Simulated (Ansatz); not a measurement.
C3H6Si, SMILES `[SiH3]C1C=C1` (charge 0, multiplicity 1).

Calculation: frozen-core CCSDT(Q)/6-31g // B3LYP-D3(BJ)/def2-TZVP (Ansatz, an electronic-structure program).

Ansatz 0.2 input:
```yaml
crystal:
  periodic: [false, false, false]
  atoms:
    - { symbol: Si, position_ang: [1.447139, 0.08578, 0.388526] }
    - { symbol: C, position_ang: [-0.242693, -0.4333, -0.224386] }
    - { symbol: C, position_ang: [-1.406468, 0.54392, -0.318788] }
    - { symbol: C, position_ang: [-1.491848, -0.306572, 0.636888] }
    - { symbol: H, position_ang: [1.29492, 1.195065, 1.362264] }
    - { symbol: H, position_ang: [2.147745, -1.043337, 1.053376] }
    - { symbol: H, position_ang: [2.3072, 0.546028, -0.732299] }
    - { symbol: H, position_ang: [-0.234595, -1.250518, -0.950937] }
    - { symbol: H, position_ang: [-1.805732, 1.376996, -0.867635] }
    - { symbol: H, position_ang: [-2.015661, -0.714059, 1.482013] }
basis:
  gaussian: { orbitals: "6-31g" }
correlation:
  method: ccsdt_q
```

Output:

```
Functional definition: HF
1242 factors; integrals over basis functions are off by at most 1.1e-7 eV
mean field evaluation 1: about -11040.7691 eV, gradient 2.0e1 eV
mean field evaluation 2: about -11040.7769 eV, gradient 2.0e1 eV
mean field evaluation 4: about -11042.1332 eV, gradient 2.3e0 eV
mean field evaluation 8: about -11042.1498 eV, gradient 7.4e-3 eV
mean field evaluation 16: about -11042.1422 eV, gradient 2.7e-1 eV
mean field -11042.14976755 eV, -405.7915193196 hartree, gradient 2.3e-6 eV, S^2 0.000000; 0 other end points of the search recorded, 0 dependent functions left out; unrestricted orbitals would lower it
8 core orbitals not correlated
reference -11042.14976755 eV, -405.7915193196 hartree; 11, 11 occupied and 33, 33 virtual orbitals, 1242 factors
second order -8.83405385 eV of doubles, -0.00000000 eV of singles
cycle   1  -9.48755661 eV  change   -6.5e-1 eV  update   9.6e-2
cycle   2  -10.15041617 eV  change   -6.6e-1 eV  update   4.1e-2
cycle   3  -10.32499834 eV  change   -1.7e-1 eV  update   1.8e-2
cycle   4  -10.31318035 eV  change    1.2e-2 eV  update   5.8e-3
cycle   5  -10.31720395 eV  change   -4.0e-3 eV  update   2.6e-3
cycle   6  -10.31968999 eV  change   -2.5e-3 eV  update   8.6e-4
cycle   7  -10.31948559 eV  change    2.0e-4 eV  update   3.1e-4
cycle   8  -10.31947295 eV  change    1.3e-5 eV  update   1.0e-4
cycle   9  -10.31952241 eV  change   -4.9e-5 eV  update   3.9e-5
cycle  10  -10.31951162 eV  change    1.1e-5 eV  update   1.4e-5
cycle  11  -10.31950296 eV  change    8.7e-6 eV  update   5.6e-6
cycle  12  -10.31950770 eV  change   -4.7e-6 eV  update   2.1e-6
cycle  13  -10.31950868 eV  change   -9.8e-7 eV  update   6.9e-7
perturbative correction -0.02778765 eV, -0.0010211773 hartree
Total energy: -11052.49706388 eV, -406.1717754460 hartree
```
